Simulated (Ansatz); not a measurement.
F2H2HfOS (`[OH][Hf]([F])([F])[SH]`). The species carries charge 0 and has multiplicity 1. Hf takes the def2 core potential. All single points use the PBE0-D4/def2-TZVP geometry. It is one conformer, not always the lowest.

```xyz
7

O    -1.153    0.775    0.618
Hf    0.157   -0.552    0.254
F     1.313   -0.820    1.741
F    -0.646   -2.233   -0.136
S     1.467    0.205   -1.680
H    -1.864    1.300    0.973
H     0.725    1.324   -1.770
```

**Question.** What is the dipole moment at ωB97M-V/def2-TZVPP? (An estimate is asked.)

**Answer.** The calculation gave: 3.30 D, with components (-2.35, 2.16, 0.83) D in this frame, pointing from negative to positive charge.

**Question.** And with PBE, r2SCAN, B3LYP? (Estimate.)

**Answer.** Computed: PBE 3.23 D, r2SCAN 3.31 D, B3LYP 3.27 D.

**Question.** Give the Mulliken charges with ωB97M-V, B3LYP, r2SCAN in def2-TZVPP. (An estimate is asked.)

**Answer.** Computed: 
```csv
atom,ωB97M-V,B3LYP,r2SCAN
O1,-0.41,-0.43,-0.46
Hf2,1.09,1.15,1.17
F3,-0.34,-0.35,-0.35
F4,-0.34,-0.35,-0.35
S5,-0.32,-0.33,-0.35
H6,0.18,0.19,0.21
H7,0.13,0.12,0.12
```

B3LYP here is the variant with VWN-RPA as its local correlation; programs differ in this.
